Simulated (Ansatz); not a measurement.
Cu₄O⁺. Total charge 1; doublet. Geometry relaxed at B3LYP-D4/def2-SVP.

```xyz
5

O     1.0118   -0.1277    0.7513
Cu    0.1175   -1.5343   -0.1285
Cu   -1.4252    0.1802   -1.0579
Cu    0.9474    0.8899   -0.8339
Cu   -0.6514    0.5919    1.2690
```

The relaxation made no stability test and no search for a lower SCF solution. The structure comes from a short search, and lower isomers may exist.

(1) Estimate the harmonic wavenumbers at UKS B3LYP-D4/def2-SVP (Ansatz, unscaled). Is this a minimum?

## Answers

(1) 81, 81, 113, 113, 113, 195, 426, 426, 507 cm⁻¹. Yes, no mode is imaginary beyond noise. Zero-point energy 12.3 kJ/mol. Run time 2.9 min (4 threads of Intel Xeon Platinum 8259CL on a shared host), peak host memory 0.94 GiB.
